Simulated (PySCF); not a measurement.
Job for PySCF: R-BP86/6-31G* on FH5OSi (a complex), monomers drawn apart or pushed together.

```python
from pyscf import gto, scf, dft, mp
from pyscf.data.elements import chemcore

mol = gto.M(
    atom='''
    F     1.01145503   -1.02785651    0.18953647
    H     0.84095398   -0.83434389    1.09638411
    O     0.41321934   -0.38113820    2.93130189
    Si   -0.78994395    0.64194549    3.47881006
    H     0.96600147   -0.83825653    3.57095615
    H    -1.76082964   -0.10615480    4.30809172
    H    -1.42641821    1.16614244    2.25914424
    H    -0.20380005    1.73414136    4.28722093
    ''',
    basis='6-31g*',
    cart=True,
    charge=0, spin=0, verbose=3, max_memory=1800)
mf = dft.RKS(mol, xc='b88,p86')
mf.conv_tol = 1e-8
mf.max_cycle = 100
mf.kernel()
if not mf.converged:
    mf = mf.newton().run(mf.mo_coeff, mf.mo_occ)
```

Program output:

```
converged SCF energy = -467.574814223515
```

The run converged.

Cost: roughly 6 core-seconds.
